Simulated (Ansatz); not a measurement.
The same bond dissociation along the group B, Ga, In.

Calculated with Ansatz (gas phase, PBE0-D4/def2-TZVP geometries, no zero-point term in ΔE). CCSD(T)/CBS is the MP2 limit (def2-TZVPP, def2-QZVPP) plus CCSD(T) − MP2 in def2-TZVPP, frozen cores. This one scheme is used for every species, atoms too. No spin–orbit coupling; open shells (•) take unrestricted orbitals. def2 core potentials past Kr. Bonds to Ga, In are less sure, by a few kJ/mol each and by 10 to 20 or more in all where they break to atoms, as the def2 sets lack core-valence functions. Scalar relativity is left out up to krypton.

Task: Order these by ΔE at CCSD(T)/CBS, lowest first. (Best estimate.)
A. `[CH3][InH][Cl]` → `[CH3][In][Cl]`• + H•
B. `CBCl` → `C[B]Cl`• + H•
C. `[CH3][GaH][Cl]` → `[CH3][Ga][Cl]`• + H•

Result: A (+305.6 kJ/mol), C (+355.6 kJ/mol), B (+460.1 kJ/mol).

Largest T1 diagnostic: 0.016, for `[CH3][In][Cl]`•.
